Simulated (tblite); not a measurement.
Compound: C6H8NS (doublet state).
Numbering: `[CH2:1]=[CH:2][CH:3]([CH:4]=[CH2:5])[C:6]([NH:7])=[S:8]` (hydrogens: H9, H10 on C1; H11 on C2; H12 on C3; H13 on C4; H14, H15 on C5; H16 on N7)
Bond orders are those of one Lewis drawing.

Computed with GFN2-xTB (tblite), gas phase: L-BFGS steps from a force-field or distance-geometry start until the largest atomic force falls under 0.01 eV/Å.

Step 0: E = -624.1084 eV
```
atom  x, y, z in Å  |  force x, y, z in eV/Å
C1     -0.6734    2.2933    0.2474   -0.205  -0.018   0.311
C2     -0.0746    1.3008   -0.3875    0.282   0.278  -0.123
C3      0.1375   -0.0547    0.2255   -0.897   1.069   0.607
C4     -0.6608   -1.0416   -0.5638   -1.123  -0.866   1.358
C5     -1.6726   -1.6478    0.0765    0.659   0.160  -1.141
C6      1.5511   -0.4233    0.3315    3.583  -0.626  -4.836
N7      2.3386   -0.4885   -0.8503   -2.069  -0.673   3.969
S8      2.1819   -0.7355    1.8306    0.533  -0.222   0.334
H9     -0.7717    3.2389   -0.2738   -0.184  -0.097   0.404
H10    -1.0927    2.1872    1.2728    0.438   0.208  -1.026
H11     0.3211    1.4303   -1.3923   -0.073  -0.051   0.236
H12    -0.2671    0.0269    1.2756    0.254  -0.309  -0.791
H13    -0.4009   -1.2588   -1.5792    0.178   0.077  -0.151
H14    -2.2777   -2.3869   -0.4578    0.117   0.418   0.571
H15    -1.8706   -1.3682    1.1053   -0.243  -0.412  -0.316
H16     3.2244   -1.0629   -0.8720   -1.249   1.065   0.593
```

Step 1: E = -624.7203 eV
```
atom  x, y, z in Å  |  force x, y, z in eV/Å
C1     -0.6763    2.2930    0.2519    0.059   0.065  -0.275
C2     -0.0706    1.3048   -0.3893    0.048   0.227   0.248
C3      0.1247   -0.0395    0.2342    0.345   0.265  -0.339
C4     -0.6768   -1.0540   -0.5444    1.215   0.490  -0.436
C5     -1.6631   -1.6455    0.0602   -1.163  -0.688   0.649
C6      1.6022   -0.4323    0.2624    0.120  -0.169  -0.668
N7      2.3090   -0.4981   -0.7935    0.191  -0.907  -0.064
S8      2.1895   -0.7387    1.8354    0.251  -0.182   0.326
H9     -0.7744    3.2375   -0.2680   -0.194  -0.024   0.364
H10    -1.0864    2.1901    1.2582    0.225   0.126  -0.488
H11     0.3200    1.4296   -1.3890    0.005  -0.011   0.051
H12    -0.2634    0.0225    1.2643    0.257  -0.211  -0.214
H13    -0.3984   -1.2577   -1.5814    0.012   0.180   0.462
H14    -2.2761   -2.3809   -0.4496   -0.018   0.189   0.334
H15    -1.8741   -1.3741    1.1008   -0.187  -0.460  -0.542
H16     3.2065   -1.0477   -0.8635   -1.164   1.108   0.592
```

Question: Estimate the geometry and energy of step 2. (The exact step hangs on the optimiser's Hessian estimate; all steps are aligned on step 1, rigid shifts and turns removed.)

Answer: E = -624.7898 eV, largest force 1.491 eV/Å
```
atom  x, y, z in Å  |  force x, y, z in eV/Å
C1     -0.6759    2.2939    0.2484    0.005   0.167  -0.175
C2     -0.0692    1.3089   -0.3858    0.207   0.100  -0.041
C3      0.1278   -0.0329    0.2305    0.468   0.030  -0.290
C4     -0.6610   -1.0486   -0.5479   -0.646  -0.460   0.790
C5     -1.6793   -1.6556    0.0674    0.947   0.593  -0.490
C6      1.6125   -0.4363    0.2409   -0.776  -0.031   0.970
N7      2.3071   -0.5135   -0.7852    0.181  -0.434  -1.415
S8      2.1946   -0.7420    1.8412    0.101  -0.126   0.203
H9     -0.7778    3.2369   -0.2615   -0.193   0.123   0.229
H10    -1.0820    2.1925    1.2483    0.130   0.091  -0.248
H11     0.3199    1.4293   -1.3877    0.005   0.009   0.058
H12    -0.2589    0.0186    1.2591    0.276  -0.189  -0.144
H13    -0.3978   -1.2548   -1.5747    0.123   0.109   0.118
H14    -2.2761   -2.3771   -0.4432   -0.313  -0.183   0.056
H15    -1.8775   -1.3821    1.0918   -0.289  -0.336  -0.073
H16     3.1858   -1.0283   -0.8530   -0.227   0.538   0.453
```

The energy changes by -0.0695 eV. The first-order estimate −F·Δx gives -0.1737 eV and the mean of the old and new forces, exact on a quadratic surface, -0.0693 eV. The step makes an angle of 20° with the force vector and moves no atom by more than 0.030 Å.

What follows is the cost of the whole relaxation. Hardware: Arm Neoverse V1, one thread, shared host with 32 logical CPUs at a one-minute load of 26. Cost: 0.35 s.
